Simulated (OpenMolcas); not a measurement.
## What dynamic correlation does to the levels of Ir VII

| Item | Value |
| --- | --- |
| Program | OpenMolcas 26.06 |
| Basis | ANO-RCC-VQZP [9s8p6d4f2g1h] |
| Scalar Hamiltonian | DKH2, point nucleus |
| Active space | 3 electrons in 5 orbitals (5d) |
| State averaging | 2S+1 = 4 even, 10 roots; 2S+1 = 2 even, 40 roots |
| Spin-orbit coupling | state interaction with AMFI integrals over the reference wave functions, term energies averaged over their components |

Methods on the same reference wave functions:
A. CASSCF
B. SS-CASPT2, IPEA 0.25 Eh, imaginary shift 0.1 Eh (closed shells correlated: 5s 5p)
C. MS-CASPT2, IPEA 0.25 Eh, imaginary shift 0.1 Eh (closed shells correlated: 5s 5p)
D. XMS-CASPT2, IPEA 0.25 Eh, imaginary shift 0.1 Eh (closed shells correlated: 5s 5p)

Energies in eV above 5d3 4F 3/2.

```tsv
Level	A	B	C	D
5d3 4F 3/2	0.0000	0.0000	0.0000	0.0000
5d3 4F 5/2	0.9269	0.982	0.987	0.989
5d3 4F 7/2	1.6959	1.721	1.726	1.729
5d3 4F 9/2 [51 %]	2.2189	2.157	2.167	2.171
5d3 4P 1/2 [67 %]	2.7005	2.488	2.447	2.431
5d3 2G 7/2	3.5493	3.354	3.359	3.366
5d3 2H 9/2 [56 %]	3.6634	3.513	3.541	3.541
5d3 4P 5/2	3.8366	3.622	3.625	3.617
5d3 2P 1/2 [67 %]	4.6328	4.367	4.267	4.245
5d3 2H 11/2	4.9195	4.646	4.692	4.689
5d3 2D 5/2(1)	5.4035	5.036	5.047	5.019
5d3 2G 9/2 [57 %]	5.6450	5.434	5.451	5.455
5d3 2F 5/2	6.2838	5.695	5.701	5.691
5d3 2P 3/2 [56 %]	6.3273	6.014	5.930	5.911
5d3 2F 7/2	6.3938	5.839	5.844	5.842
5d3 2D 3/2(2)	9.4137	8.633	8.642	8.586
5d3 2D 5/2(2)	9.5274	8.792	8.792	8.760
```

Among B to D the level of the table that moves most is 5d3 2P 1/2 [67 %], by 990 cm-1 (lowest in D, highest in B). Moves below CASPT2's spread within the term are not significant.

From A to B the spin-free energies of the other terms of 5d3 shown, above 4F, scale by factors of 0.84 to 0.88, as is usual when dynamic correlation screens the repulsion within a d or f shell.

The lowest spin-free term lies below A's lowest term by 0.275 hartree in B, 0.275 hartree in C, 0.278 hartree in D.

CASPT2 does not keep the components of a term degenerate, so their means are used; among the terms shown or strongly mixed into the levels shown the widest spread is 1100 cm-1 (5d3 2G, D). The CASPT2 spread within a term exceeds the gap to the next term for 5d3 2P and 5d3 2H, so the order of their levels is uncertain (figures for B; the like holds for D). Without dynamic correlation excited terms often stand tens of per cent too high (terms of higher spin than the ground term too low), and those without a measured partner can miss by more than the paired ones (holds for A). Levels of configurations outside the active space are missing. The table leaves out levels that lie high or whose names do not pair safely across all columns.

A share in square brackets marks a mixed level and gives the weight of the term that names it, the lowest over the columns. A number in round brackets counts repeated terms of one configuration in the order of the reference energies.
